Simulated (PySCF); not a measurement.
All of these have the formula C5H6ClN. Method used: TDDFT PBE0/def2-SVPD, vertical, gas phase, core orbitals frozen in the response in PySCF 2.14.0, density-fitted response routines. Geometries: GFN2-xTB; one conformer of each isolated species. Triplets are in the Tamm–Dancoff approximation.

A. `N#C[C@H]1C[C@@H](Cl)C1`
B. `CC/C(Cl)=C\C#N`
C. `N#CC/C=C/CCl`
D. `C[C@@H](Cl)/C=C\C#N`

Lowest singlet levels (six at most, fewer where fewer were computed) with oscillator strengths:

1. 5.66 eV (f 0.118); 5.70 eV (f 0.004); 6.12 eV (f 0.268); 6.37 eV (f 0.024); 6.97 eV (f 0.009); 7.23 eV (f 0.007); T1 3.60 eV
2. 6.38 eV (f 0.059); 6.44 eV (f 0.061); 6.95 eV (f 0.392); 7.35 eV (f 0.053); 7.43 eV (f 0.004); 7.62 eV (f 0.011); T1 4.26 eV
3. 7.25 eV (f 0.001); 7.28 eV (f 0.000); 7.58 eV (f 0.000); 7.68 eV (f 0.006); 7.79 eV (f 0.012); 7.90 eV (f 0.018); T1 6.33 eV
4. 5.75 eV (f 0.430); 6.20 eV (f 0.003); 6.28 eV (f 0.000); 6.59 eV (f 0.001); 7.17 eV (f 0.004); 7.27 eV (f 0.015); T1 3.49 eV

Question: Match each spectrum to its molecule.

Answer: 1 = D, 2 = C, 3 = A, 4 = B.
- A: S1 at 7.25 eV, HOMO→LUMO+1 (67%), HOMO→LUMO (28%); Löwdin shares by element: HOMO chlorine 62%, carbon 11% or more, nitrogen 5%, hydrogen 4% or more (atoms not listed hold the other 17%); LUMO carbon 20% or more, chlorine 14%, hydrogen 12% or more (atoms not listed hold the other 54%); HOMO -8.70 and LUMO 0.04 eV; point group Cs, 2 of its 6 listed states under f = 0.0005.
- B: S1 at 5.75 eV, HOMO→LUMO (94%); Löwdin shares by element: HOMO carbon 44% or more, chlorine 20%, nitrogen 17% (atoms not listed hold the other 18%); LUMO carbon 64% or more, nitrogen 14% (atoms not listed hold the other 21%); HOMO -7.89 and LUMO -1.73 eV.
- C: S1 at 6.38 eV, HOMO-1→LUMO (44%), HOMO→LUMO (26%), HOMO-2→LUMO (26%); Löwdin shares by element: HOMO carbon 65% or more, chlorine 21%; LUMO carbon 61% or more, chlorine 17% (atoms not listed hold the other 22%); HOMO -8.28 and LUMO -1.02 eV.
- D: S1 at 5.66 eV, HOMO→LUMO (50%), HOMO-2→LUMO (42%); Löwdin shares by element: HOMO carbon 45% or more, chlorine 20%, nitrogen 18% (atoms not listed hold the other 17%); LUMO carbon 63% or more, nitrogen 14% (atoms not listed hold the other 23%); HOMO -8.32 and LUMO -1.96 eV.
B and D have S1 within 0.10 eV of each other; their strongest listed levels stand at 5.75 eV (f 0.430) and 6.12 eV (f 0.268).
